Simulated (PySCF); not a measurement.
Ligand exchange on a metal centre used in film growth or etching (Hf Cl-H). Gas-phase values, no solvent.

Method: PySCF with TPSSh-D3(BJ)/def2-TZVP // r2SCAN-D4/def2-SVP. All candidates: neutral, multiplicity 1. 

| Item | Result |
|---|---|
| LUMO | -2.68 eV |
| HOMO | -8.62 eV |
| dipole moment | 0.29 D |

**Question.** Say which member has these values.
A) [Hf(Cl)4]
B) [Hf(Cl)3(H)]
C) [Hf(Cl)(H)3]
D) [Hf(H)4]

**Answer.** B, [Hf(Cl)3(H)]. The others give [Hf(H)4]: -2.47 eV, -7.89 eV, 0.00 D; [Hf(Cl)(H)3]: -2.58 eV, -8.04 eV, 0.48 D; [Hf(Cl)4]: -2.65 eV, -8.99 eV, 0.00 D
